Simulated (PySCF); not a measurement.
C5H8Si.
SMILES: `C#C/C([SiH3])=C/C`

Theory: PBE0-D3(BJ)/def2-SVP geometry optimisation, gas phase (PySCF).

Take the most abundant isotopes and a rigid rotor. 

(1) What are A, B and C (MHz)?

(2) Classify the top.

(3) Is it planar, by Δ = Ic − Ia − Ib?

(4) Which types of transition are allowed, and where do some lines up to J = 2 fall?

(5) Estimate the classical rotational partition function at 10 K, 25 K and 500 K.

Results:

(1) Ia = 141.50, Ib = 234.16, Ic = 366.63 u·Å²; 505379 MHz·u·Å²/I gives A = 3572, B = 2158, C = 1378 MHz.

(2) An asymmetric top. Ray's parameter κ = (2B − A − C)/(A − C) = -0.289; −1 is the prolate and +1 the oblate limit.

(3) Not planar: Δ = Ic − Ia − Ib = -9.03 u·Å². For a rigid frame Δ = −2 Σ m c², so Σ m c² = 4.52 u·Å² lies off the ab plane, practically all of it from hydrogen. The atom farthest from that plane is 1.22 Å away.

(4) The dipole components are |μa| = 1.04 D, |μb| = 0.84 D, |μc| = 0.00 D; the mirror of this Cs structure is the ab plane, so μc vanishes by symmetry and there are no c-type lines. The squared components, which scale the intensities, stand as 1.00 : 0.65 (a : b). Some of the stronger lines:

```json
{"type": "a", "branch": "Q", "J(Ka,Kc)": "1(1,0) ← 1(1,1)", "MHz": "780", "lower level (cm⁻¹)": "0.165"}
{"type": "b", "branch": "Q", "J(Ka,Kc)": "1(1,0) ← 1(0,1)", "MHz": "2193", "lower level (cm⁻¹)": "0.118"}
{"type": "a", "branch": "Q", "J(Ka,Kc)": "2(1,1) ← 2(1,2)", "MHz": "2339", "lower level (cm⁻¹)": "0.375"}
{"type": "b", "branch": "Q", "J(Ka,Kc)": "2(1,1) ← 2(0,2)", "MHz": "3218", "lower level (cm⁻¹)": "0.346"}
{"type": "a", "branch": "R", "J(Ka,Kc)": "1(0,1) ← 0(0,0)", "MHz": "3537", "lower level (cm⁻¹)": "0.000"}
{"type": "b", "branch": "Q", "J(Ka,Kc)": "2(2,0) ← 2(1,1)", "MHz": "4484", "lower level (cm⁻¹)": "0.453"}
{"type": "b", "branch": "R", "J(Ka,Kc)": "1(1,1) ← 0(0,0)", "MHz": "4950", "lower level (cm⁻¹)": "0.000"}
{"type": "b", "branch": "R", "J(Ka,Kc)": "2(0,2) ← 1(1,1)", "MHz": "5416", "lower level (cm⁻¹)": "0.165"}
{"type": "a", "branch": "R", "J(Ka,Kc)": "2(1,2) ← 1(1,1)", "MHz": "6294", "lower level (cm⁻¹)": "0.165"}
{"type": "b", "branch": "Q", "J(Ka,Kc)": "2(2,1) ← 2(1,2)", "MHz": "6579", "lower level (cm⁻¹)": "0.375"}
{"type": "a", "branch": "R", "J(Ka,Kc)": "2(0,2) ← 1(0,1)", "MHz": "6829", "lower level (cm⁻¹)": "0.118"}
{"type": "b", "branch": "R", "J(Ka,Kc)": "2(1,2) ← 1(0,1)", "MHz": "7707", "lower level (cm⁻¹)": "0.118"}
{"type": "a", "branch": "R", "J(Ka,Kc)": "2(1,1) ← 1(1,0)", "MHz": "7853", "lower level (cm⁻¹)": "0.191"}
{"type": "b", "branch": "R", "J(Ka,Kc)": "2(2,1) ← 1(1,0)", "MHz": "12093", "lower level (cm⁻¹)": "0.191"}
{"type": "b", "branch": "R", "J(Ka,Kc)": "2(2,0) ← 1(1,1)", "MHz": "13118", "lower level (cm⁻¹)": "0.165"}
```

(5) Point group Cs, symmetry number σ = 1; q = (√π/σ)·√((kT/h)³/(ABC)), k/h = 20836.6 MHz/K: 1640 at 10 K, 6460 at 25 K, 578000 at 500 K.

PBE0-D3(BJ)/def2-SVP frequencies: not computed here. These are rigid-rotor constants of the computed structure; measured ground-state constants (B0) also hold zero-point vibration. A rigid rotor knows nothing of internal rotation, which can split or shift real lines.

The run took 47 s wall on Arm Neoverse V2, one thread (shared host), and the process peaked at 0.54 GiB of memory. That covers the optimisation of the geometry.
